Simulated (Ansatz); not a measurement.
C₂H₂AlCl (`Cl[C]1=[CH][AlH]1`). Charge 0, multiplicity 1. All single points use the PBE0-D4/def2-TZVP geometry.

```xyz
6

Cl   -0.932    1.907    1.276
C    -0.284    0.514    0.502
C     0.043    0.356   -0.807
Al    0.379   -1.189    0.178
H    -0.040    1.073   -1.621
H     0.833   -2.661    0.473
```

Question: What is the dipole moment at ωB97M-V/def2-TZVPP? (Best estimate.)

Answer: The calculation gave: 2.54 D, with components (0.93, -2.28, -0.64) D in this frame, pointing from negative to positive charge.

Question: And with PBE, r2SCAN, B3LYP? (Best estimate.)

Answer: The calculation gave: PBE 2.20 D, r2SCAN 2.39 D, B3LYP 2.45 D.

Question: Give the Mulliken charges with ωB97M-V, r2SCAN, PBE in def2-TZVPP. (An estimate is asked.)

Answer: Computed: 
```json
{"atom": "Cl1", "ωB97M-V": "-0.07", "r2SCAN": "-0.11", "PBE": "-0.09"}
{"atom": "C2", "ωB97M-V": "-0.13", "r2SCAN": "-0.11", "PBE": "-0.06"}
{"atom": "C3", "ωB97M-V": "-0.24", "r2SCAN": "-0.24", "PBE": "-0.17"}
{"atom": "Al4", "ωB97M-V": "0.37", "r2SCAN": "0.47", "PBE": "0.27"}
{"atom": "H5", "ωB97M-V": "0.11", "r2SCAN": "0.06", "PBE": "0.09"}
{"atom": "H6", "ωB97M-V": "-0.04", "r2SCAN": "-0.08", "PBE": "-0.04"}
```

B3LYP here is the variant with VWN-RPA as its local correlation; programs differ in this.
